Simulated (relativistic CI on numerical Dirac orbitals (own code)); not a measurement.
# Cd XXXIV: q coefficients and field-shift factors

Method of calculation: Dirac-Coulomb-Breit CI, KLI orbitals optimised for each configuration, derivatives by finite differences, unscaled Slater integrals, QED left out (own radial code, finite nucleus).

CI space (outside the closed core [Ne]): 3s2 3p3, 3s 3p4, 3s2 3p2 3d, 3p5, 3s 3p3 3d, 3p4 3d, 3s2 3p 3d2, 3s2 3d3, 3s 3p 3d3, 3p3 3d2, 3p2 3d3. Double excitations out of closed p, d and f shells are left out; levels of such configurations are missing from the list, as are those of other unlisted configurations, and high levels can miss mixing partners.

With x = (α/α₀)² − 1 an excitation energy changes as ω = ω₀ + qx; K = 2q/ω₀ is the relative enhancement. Terms are leading LS components, so labels can repeat. The field-shift factor is F = δν/δ⟨r²⟩ for the transition from the lowest level.

Lowest level 3s2 3p3 2P°_3/2.

```tsv
Level	ω₀ (cm⁻¹)	q (cm⁻¹)	F (GHz/fm²)
3s2 3p3 4S°_3/2	311307	378700	-8.54
3s2 3p3 2D°_5/2	368913	384000	-8.68
3s2 3p3 2P°_1/2	438576	387800	-10.4
3s2 3p3 2P°_3/2	754963	777700	-21.9
3s 3p4 4P_5/2	1030357	412100	-368
3s2 3p2 3d 4F_3/2	1052600	91010	-63.2
3s 3p4 4P_1/2	1197634	497500	-389
3s 3p4 4P_3/2	1212213	434900	-296
3s2 3p2 3d 4F_5/2	1223927	177900	-38.5
3s 3p4 4P_3/2	1370913	646500	-258
3s2 3p2 3d 2F_5/2	1382135	431500	-38.4
3s2 3p2 3d 2P_3/2	1386475	490900	-81.1
3s2 3p2 3d 4D_1/2	1390714	430200	-35.9
```

At this charge energies of transitions that change n are usually good to better than 1 %, and those within a shell (Δn = 0) to a few per cent.

**Question.** Which transition from the lowest level has the largest |K|?

**Answer.** 3s2 3p3 4S°_3/2 at 311307 cm⁻¹, K = 2.43.
